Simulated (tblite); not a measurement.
Compound: C5H7F3O.
Numbering: `[CH3:1][C@@H:2]1[C@@H:3]([F:4])[C@@H:5]1[O:6][CH:7]([F:8])[F:9]` (hydrogens: H10, H11, H12 on C1; H13 on C2; H14 on C3; H15 on C5; H16 on C7)

Computed with GFN2-xTB (tblite), gas phase: L-BFGS steps from a force-field or distance-geometry start until the largest atomic force falls under 0.01 eV/Å.

Step 19: E = -884.8433 eV
```
atom  x, y, z in Å  |  force x, y, z in eV/Å
C1     -1.9149   -0.0592    1.0113    0.081   0.062  -0.144
C2     -1.2334    0.3109   -0.2883    0.083   0.033   0.017
C3     -0.6403   -0.7543   -1.1642   -0.124  -0.005   0.036
F4     -0.8184   -0.6621   -2.5136    0.046  -0.057   0.051
C5      0.2612    0.2536   -0.5186   -0.033  -0.003  -0.060
O6      1.1495   -0.1371    0.5056   -0.186  -0.026   0.055
C7      2.4378    0.2347    0.4052   -0.103  -0.064   0.050
F8      3.2400   -0.8436    0.2707    0.041  -0.087  -0.060
F9      2.8268    0.8149    1.5588    0.022   0.078   0.003
H10    -1.6714    0.6666    1.7866   -0.029  -0.063  -0.055
H11    -1.6265   -1.0515    1.3582    0.052   0.167  -0.082
H12    -2.9894   -0.0418    0.8331    0.036  -0.059   0.150
H13    -1.7137    1.1314   -0.8157    0.041  -0.068   0.074
H14    -0.6582   -1.7825   -0.8276    0.090  -0.001  -0.069
H15     0.6781    1.0024   -1.1839    0.005   0.084   0.005
H16     2.6651    0.9263   -0.4290   -0.023   0.010   0.031
```

Step 20: E = -884.8500 eV
```
atom  x, y, z in Å  |  force x, y, z in eV/Å
C1     -1.9028   -0.0553    1.0125    0.034   0.049  -0.094
C2     -1.2396    0.3080   -0.2964    0.129   0.085   0.078
C3     -0.6378   -0.7540   -1.1682   -0.141  -0.003   0.011
F4     -0.8277   -0.6594   -2.5142    0.061  -0.061  -0.032
C5      0.2558    0.2615   -0.5265   -0.009   0.036  -0.055
O6      1.1373   -0.1236    0.5046   -0.148  -0.073   0.102
C7      2.4316    0.2312    0.4102   -0.142  -0.091   0.062
F8      3.2251   -0.8562    0.2785   -0.011  -0.042  -0.061
F9      2.8171    0.8023    1.5699    0.039   0.081  -0.047
H10    -1.6642    0.6747    1.7859    0.005  -0.039  -0.095
H11    -1.5988   -1.0402    1.3645    0.030   0.131  -0.084
H12    -2.9784   -0.0466    0.8446    0.011  -0.091   0.151
H13    -1.7336    1.1202   -0.8255    0.078  -0.088   0.068
H14    -0.6348   -1.7834   -0.8393    0.056  -0.035  -0.023
H15     0.6761    1.0101   -1.1877    0.003   0.117  -0.035
H16     2.6670    0.9197   -0.4242    0.005   0.022   0.052
```

Step 21: E = -884.8570 eV
```
atom  x, y, z in Å  |  force x, y, z in eV/Å
C1     -1.8886   -0.0502    1.0124   -0.028   0.025  -0.005
C2     -1.2442    0.3061   -0.3040    0.124   0.106   0.098
C3     -0.6373   -0.7535   -1.1723   -0.091  -0.004  -0.021
F4     -0.8370   -0.6571   -2.5152    0.060  -0.062  -0.109
C5      0.2499    0.2710   -0.5366    0.026   0.058  -0.030
O6      1.1212   -0.1099    0.5050   -0.068  -0.093   0.113
C7      2.4220    0.2257    0.4168   -0.142  -0.087   0.053
F8      3.2075   -0.8710    0.2860   -0.086   0.014  -0.048
F9      2.8068    0.7896    1.5810    0.040   0.061  -0.093
H10    -1.6556    0.6832    1.7830    0.045   0.020  -0.105
H11    -1.5675   -1.0254    1.3706    0.027   0.055  -0.075
H12    -2.9657   -0.0540    0.8600   -0.019  -0.112   0.127
H13    -1.7545    1.1055   -0.8356    0.096  -0.062   0.042
H14    -0.6079   -1.7845   -0.8524    0.012  -0.049   0.023
H15     0.6738    1.0211   -1.1931   -0.004   0.119  -0.054
H16     2.6693    0.9122   -0.4170    0.007   0.011   0.082
```

**Question.** Estimate the geometry and energy of step 22. (The exact step hangs on the optimiser's Hessian estimate; all steps are aligned on step 21, rigid shifts and turns removed.)

**Answer.** E = -884.8631 eV, largest force 0.153 eV/Å
```
atom  x, y, z in Å  |  force x, y, z in eV/Å
C1     -1.8759   -0.0451    1.0121   -0.066  -0.003   0.071
C2     -1.2459    0.3061   -0.3092    0.069   0.073   0.067
C3     -0.6383   -0.7529   -1.1762    0.004   0.002  -0.047
F4     -0.8441   -0.6557   -2.5178    0.049  -0.063  -0.130
C5      0.2453    0.2806   -0.5462    0.049   0.048   0.003
O6      1.1048   -0.0992    0.5072    0.007  -0.078   0.073
C7      2.4105    0.2192    0.4235   -0.099  -0.049   0.027
F8      3.1896   -0.8842    0.2917   -0.145   0.041  -0.027
F9      2.7978    0.7794    1.5892    0.031   0.032  -0.103
H10    -1.6465    0.6914    1.7784    0.075   0.088  -0.083
H11    -1.5387   -1.0108    1.3748    0.037  -0.028  -0.056
H12    -2.9542   -0.0631    0.8761   -0.043  -0.116   0.089
H13    -1.7717    1.0906   -0.8443    0.094   0.001   0.008
H14    -0.5832   -1.7856   -0.8635   -0.031  -0.025   0.049
H15     0.6721    1.0333   -1.1989   -0.014   0.085  -0.038
H16     2.6708    0.9052   -0.4084   -0.018  -0.010   0.097
```

The energy changes by -0.0061 eV. The first-order estimate −F·Δx gives -0.0086 eV and the mean of the old and new forces, exact on a quadratic surface, -0.0061 eV. The step makes an angle of 76° with the force vector and moves no atom by more than 0.033 Å.

What follows is the cost of the whole relaxation. On an Arm Neoverse N1 with one thread, shared host with 64 logical CPUs at a one-minute load of 59, this took 1.1 s of wall time.
